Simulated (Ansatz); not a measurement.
`C=[N][InH2]` and `C=NC` differ in one atom or group.

Ansatz, PBE0-D4/def2-TZVP geometries, multiplicity 1. 

Elements past krypton have def2 core potentials.

| property | `C=[N][InH2]` |
| --- | --- |
| HOMO energy (ωB97M-V/def2-TZVPP) / eV | -8.47 |
| LUMO energy (PBE0/def2-TZVPP) / eV | -1.86 |
| ideal-gas entropy at 298 K and 1 bar (rigid rotor, harmonic PBE0-D4/def2-TZVP) / J/(mol·K) | 311 |
| LUMO energy (ωB97M-V/def2-TZVPP) / eV | -0.33 |
| zero-point energy (PBE0-D4/def2-TZVP) / kJ/mol | 106.5 |
| HOMO energy (PBE0/def2-TZVPP) / eV | -6.24 |

Task: Give the same properties after the change, and the shifts. (Estimate.)

Result: Ansatz gave: 
```csv
property,`C=NC`,shift
HOMO energy (ωB97M-V/def2-TZVPP) / eV,-9.74,-1.27
LUMO energy (PBE0/def2-TZVPP) / eV,-0.27,1.59
"ideal-gas entropy at 298 K and 1 bar (rigid rotor, harmonic PBE0-D4/def2-TZVP) / J/(mol·K)",260,-51
LUMO energy (ωB97M-V/def2-TZVPP) / eV,1.96,2.29
zero-point energy (PBE0-D4/def2-TZVP) / kJ/mol,179.1,72.6
HOMO energy (PBE0/def2-TZVPP) / eV,-7.35,-1.11
```

With PBE0 the HOMO falls by 1.11 eV and the LUMO rises by 1.59 eV, so the gap widens by about 2.70 eV. PBE moves the HOMO by -0.86 eV and ωB97M-V by -1.27 eV. The zero-point energy changes by 72.6 kJ/mol with +3 modes.
